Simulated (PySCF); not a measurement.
Molecule: N-Methylaniline (SMILES CNc1ccccc1).

Geometry (Å), atoms numbered from 1 in this order:
```xyz
17

C     2.645   -0.101   -0.370
N     1.629    0.527    0.421
C     0.288    0.276    0.254
C    -0.203   -0.470   -0.834
C    -1.572   -0.680   -0.984
C    -2.485   -0.171   -0.065
C    -2.003    0.564    1.021
C    -0.643    0.786    1.182
H     3.632    0.237   -0.026
H     2.624   -1.208   -0.316
H     2.557    0.179   -1.434
H     1.903    0.865    1.332
H     0.488   -0.887   -1.568
H    -1.926   -1.261   -1.840
H    -3.555   -0.343   -0.189
H    -2.700    0.972    1.758
H    -0.280    1.368    2.034
```

Geometry PBE0-D3(BJ)/def2-SVP throughout; GIAO in PySCF 2.14, gas phase, one conformer, non-relativistic; equivalent atoms averaged; basis pcSseg-1.

For orientation, PBE0 gives these absolute shieldings σ: C3 32.4, C6 63.6, C4/C8 70.3, C1 154.3, N2 192.4, H14/H16 24.02, H15 24.56, H12 28.34, H9/H10/H11 28.51 ppm.

A run gave: C3 25.6, C6 57.9, C4/C8 64.7, C1 148.5, N2 186.5, H14/H16 24.28, H15 24.81, H12 28.51, H9/H10/H11 28.61 ppm (absolute shieldings σ).

Question: Which functional was used in that run?
A. HF
B. WP04
C. B3LYP
D. B97-2
E. KT3

Answer: C. C4/C8 tells them apart best: B3LYP gives 64.7, HF gives 76.4, KT3 gives 78.4, B97-2 gives 72.2, WP04 gives 57.5 ppm.
